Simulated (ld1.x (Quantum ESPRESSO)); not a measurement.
## Before and after: TM semilocal potential for vanadium

V, norm-conserving Troullier–Martins (semilocal form), made with ld1.x (Quantum ESPRESSO) 7.5 (LDA (PZ), scalar-relativistic). Core [Ar], reference 3d3 4s1 4p1. Waves: 4s (bound): rc 2.80 bohr; 3d (bound): rc 1.40 bohr; 4p (bound): rc 3.15 bohr. Local part: the p channel. Core correction: a·sin(br)/r model core, default radius (core density twice the valence density).

Change: core correction none.

Cutoffs: the cutoffs (Ry, on a coarse ladder) from which the occupation-weighted sum of valence levels, in a spherical-Bessel basis at the reference potential, stays within 10 and 1 mRy of its value at 400 Ry; they do not see the model core or the augmentation charge, which bear on the density cutoff. Errors are all-electron minus pseudo energies relative to the spin-unpolarised reference configuration.

Task: Predict the effect on cutoff, ghosts and configuration errors.

Result: The potential gets neither clearly harder nor softer (100 Ry and 110 Ry → 100 Ry and 110 Ry); of the 9 tests that both files solve, the error grows in 4 and shrinks in 5 by more than 15 % and 0.3 meV (median size 40.4 → 45.6 meV); neither file shows a bound ghost. The default core radius of the base comes out at 1.49 bohr. A semilocal file is local in each channel, so a ghost entry of none says nothing of the separable form that plane-wave codes build from it.

```csv
quantity,base,changed
"cutoff, loose",100 Ry,100 Ry
"cutoff, tight",110 Ry,110 Ry
bound ghosts,none,none
"error for 3d3 4s2 4p0, meV [ΔE -3.41 eV]",-1.7,+3.2
"error for 3d3 4s1 4p0, meV [ΔE 4.53 eV]",-2.5,+0.2
"error for 3d3 4s0 4p0, meV [ΔE 19.08 eV]",-26,+46
"error for 3d3 4s1.5 4p0, meV [ΔE -0.23 eV]",-1.3,-0.3
"error for 3d3.5 4s1.5 4p0, meV [ΔE -3.38 eV]",-40,-24
"error for 3d2 4s2 4p1, meV [ΔE 2.50 eV]",-294,-163
"error for 3d4 4s0 4p0, meV [ΔE 3.97 eV]",-231,-157
"error for 3d3 4s1 4p1 (spin-polarised), meV [ΔE -2.77 eV]",+788,+3537
"error for 3d3 4s2 4p0 (spin-polarised), meV [ΔE -5.04 eV]",+770,+3163
s: phases at 3.39 bohr within 0.05 rad from the reference energy up to (Ry; the scan ends near 5),1.3,1.3
p: phases at 3.39 bohr within 0.05 rad from the reference energy up to (Ry; the scan ends near 5),1.9,1.9
d: phases at 3.39 bohr within 0.05 rad from the reference energy up to (Ry; the scan ends near 5),3.6,3.6
```
